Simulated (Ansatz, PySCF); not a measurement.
Energy difference 4 R1 + R2 → 2 P1 + 2 P2, each structure at its B3LYP-D3(BJ)/def2-TZVP stationary point, reached from a drawn start (curvature not checked).
R1: HCl (SMILES Cl), charge 0, multiplicity 1.
P1: Cl2 (SMILES ClCl), charge 0, multiplicity 1.
R2, O2 (SMILES O=O) (charge 0, multiplicity 3):
```xyz
2

O     -0.602     0.000     0.000
O      0.602     0.000     0.000
```
P2: H2O (SMILES O), charge 0, multiplicity 1.

P less R. No zero-point or thermal terms; singlets are restricted closed shells; open shells are unrestricted; no spin–orbit coupling.

Frozen-core correlation throughout.

Run with Ansatz (Gaussian orbitals); PySCF for M06-2X. All values are computed, each at the level named.

Q: One of these levels gives -37.7 kJ/mol for the reaction energy. Which?
A. SCS-MP2/cc-pV(D+d)Z
B. M06-2X/def2-TZVPP
C. PBE0/def2-TZVPP
D. HF/cc-pV(Q+d)Z

A: A, SCS-MP2/cc-pV(D+d)Z. The others give -27.5 (HF/cc-pV(Q+d)Z), -112.0 (PBE0/def2-TZVPP), -141.9 (M06-2X/def2-TZVPP)

Ansatz is a program for electronic structure.
